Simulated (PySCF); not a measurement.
Compound: C3H3F3O.
Structure used (GFN2-xTB), in Å, numbered top down from 1:
```
atom  x, y, z in Å
C1    -1.413   -0.336    0.384
C2    -0.855    0.094   -0.727
O3     0.494    0.370   -0.949
C4     1.366    0.200    0.029
F5     2.576    0.523   -0.412
F6     1.131    0.960    1.112
F7     1.442   -1.062    0.484
H8    -0.874   -0.535    1.293
H9    -2.473   -0.505    0.406
H10   -1.386    0.296   -1.643
```

Method used: PySCF, TDDFT CAM-B3LYP/def2-SVPD, vertical, gas phase, core orbitals frozen in the response.

Transition dipole moments from the ground state, in atomic units and in the frame of the coordinates above (overall signs are arbitrary), for the states with f of 0.002 or more among the lowest 7:

| state | E (eV) | μx | μy | μz |
| --- | --- | --- | --- | --- |
| S1 | 7.477 | -0.815 | -0.392 | 0.855 |
| S2 | 7.566 | 0.062 | -0.385 | -0.123 |
| S3 | 8.338 | 0.034 | -0.223 | -0.069 |
| S7 | 9.604 | -0.076 | 0.023 | -0.111 |

Problem. What oscillator strength does each state have?

Solution. f = (2/3) ΔE |μ|² with ΔE in hartree (27.2114 eV).

```json
{"state": "S1", "|μ|² (au)": "1.549", "|μ| (D)": "3.16", "f": "0.284"}
{"state": "S2", "|μ|² (au)": "0.167", "|μ| (D)": "1.04", "f": "0.031"}
{"state": "S3", "|μ|² (au)": "0.055", "|μ| (D)": "0.60", "f": "0.011"}
{"state": "S7", "|μ|² (au)": "0.019", "|μ| (D)": "0.35", "f": "0.004"}
```

Problem. The point group is Cs. Which irreducible representation does each state belong to?

Solution. From a totally symmetric ground state, an allowed state transforms like the component of the dipole operator along its μ. Polarised normal to the mirror plane, so A″: S2 and S3. Polarised in the mirror plane, so A′: S1 and S7.

Problem. Which bond between heavy atoms lies closest to the direction of the S1 transition dipole?

Solution. C1–C2, at 16° from it; next C4–F5 at 26°.

Problem. What angle do the transition dipoles of S2 and S3 make?

Solution. |cos θ| = |μa·μb| / (|μa| |μb|) = 1.00, so θ ≈ 1° (taken between 0 and 90°, since the signs are arbitrary).

Problem. What peak molar absorption coefficient would the strongest computed level give as a lone Gaussian band 0.3 eV wide at half height?

Solution. ε(max) = 2.175×10⁸ f / FWHM, with the width in cm⁻¹. S1: 2.175×10⁸ × 0.2838 / 2420 ≈ 26000 L mol⁻¹ cm⁻¹.

One conformer stands for the species.
